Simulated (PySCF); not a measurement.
**Se³⁺ (selenium, charge +3) across methods**

[Ar] 3d10 4s2 4p1, 2P determinant. Calculation: PySCF 2.14, in aug-cc-pVDZ-DK; the spin-free X2C one-electron Hamiltonian (Gaussian nucleus).

```tsv
method	E (hartree)	mean ε 4s α (eV)	mean ε 4s β (eV)	mean ε 4p α (eV)	Σ⟨r²⟩ (bohr²)	⟨S²⟩
PBEsol	-2425.380	-49.860	-48.684	-37.011	18.54	0.751
UHF	-2425.74358	-55.598	-52.440	-42.246	18.71	0.757
PW91	-2427.589	-49.960	-48.814	-37.140	18.56	0.751
LC-wPBE	-2427.113	-54.799	-53.145	-41.621	18.54	0.753
PBE	-2427.080	-49.828	-48.679	-37.048	18.57	0.751
r2SCAN	-2427.369	-50.307	-48.937	-37.549	18.53	0.753
PBE0	-2427.125	-51.506	-49.911	-38.542	18.56	0.752
wB97X	-2427.478	-54.180	-52.827	-40.898	18.50	0.751
LDA	-2423.795	-50.142	-49.125	-37.051	18.53	0.751
```
